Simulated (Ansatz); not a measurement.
Geometry optimisation, RKS BLYP-D4/def2-SVP (Ansatz 0.2.0).

The input (input.yaml):

```yaml
crystal:
  periodic: [false, false, false]
  atoms:
    - { symbol: Ga, position_ang: [-0.1088, -0.5053, -0.0329] }
    - { symbol: O, position_ang: [0.5247, 1.4761, 0.6697] }
    - { symbol: O, position_ang: [-1.3371, -1.3203, 0.8868] }
    - { symbol: O, position_ang: [1.3457, -1.2875, -0.5717] }
    - { symbol: H, position_ang: [-0.1044, 1.8127, -0.3808] }
    - { symbol: Cl, position_ang: [-1.0642, 1.2369, -1.732] }
    - { symbol: H, position_ang: [1.4517, 1.6468, 0.494] }
    - { symbol: H, position_ang: [-2.0982, -0.8175, 1.171] }
    - { symbol: H, position_ang: [1.3906, -2.242, -0.5041] }
basis:
  gaussian: { orbitals: def2-SVP }
hamiltonian:
  xc: blyp
  dispersion: d4
relax:
  f_tol: 0.15
  max_steps: 25
  restrain:
    - { distance: [0, 5], at: 2.24, k: 30.0 }
    - { distance: [4, 1], at: 0.97, k: 30.0 }
    - { distance: [0, 1], at: 3.18, k: 30.0 }
    - { distance: [4, 5], at: 2.63, k: 30.0 }
```

Run as:

```bash
$ ansatz run input.yaml --threads 2 --pin off --max-ram 3072MiB --backend cpu --events-out ev --progress --plain --runs-dir out
```

Question: Where does it end, and by what steps?

Answer: It converged. The restraints hold the end off the free minimum. After 8 steps the energy has fallen by 0.602 eV (the restraints' own energy left out); H5 moved furthest, 0.64 Å. Parted: Ga1–O2. Joined: O2–H5.

```json
{"step": "0", "energy less start (eV)": "0.0000", "largest force component (eV/Å)": "2.819", "accepted": "yes"}
{"step": "1", "energy less start (eV)": "-0.2421", "largest force component (eV/Å)": "2.681", "accepted": "yes"}
{"step": "2", "energy less start (eV)": "-0.4683", "largest force component (eV/Å)": "1.946", "accepted": "yes"}
{"step": "3", "energy less start (eV)": "-0.4452", "largest force component (eV/Å)": "2.094", "accepted": "yes"}
{"step": "4", "energy less start (eV)": "-0.5409", "largest force component (eV/Å)": "1.075", "accepted": "yes"}
{"step": "5", "energy less start (eV)": "-0.5527", "largest force component (eV/Å)": "0.997", "accepted": "yes"}
{"step": "6", "energy less start (eV)": "-0.4995", "largest force component (eV/Å)": "1.516", "accepted": "no"}
{"step": "7", "energy less start (eV)": "-0.5949", "largest force component (eV/Å)": "0.776", "accepted": "yes"}
{"step": "8", "energy less start (eV)": "-0.6019", "largest force component (eV/Å)": "0.748", "accepted": "yes"}
```

```xyz
9
Properties=species:S:1:pos:R:3
Ga -0.439 -0.750 -0.381
O 0.779 1.935 0.774
O -1.439 -1.515 0.902
O 1.213 -1.315 -0.797
H 0.279 2.178 -0.030
Cl -1.251 0.844 -1.703
H 1.664 1.718 0.416
H -2.296 -1.056 1.017
H 1.489 -2.038 -0.197
```

Run time: 17 s on 2 threads of Arm Neoverse V2, with other jobs on the host, peak memory 0.16 GiB.
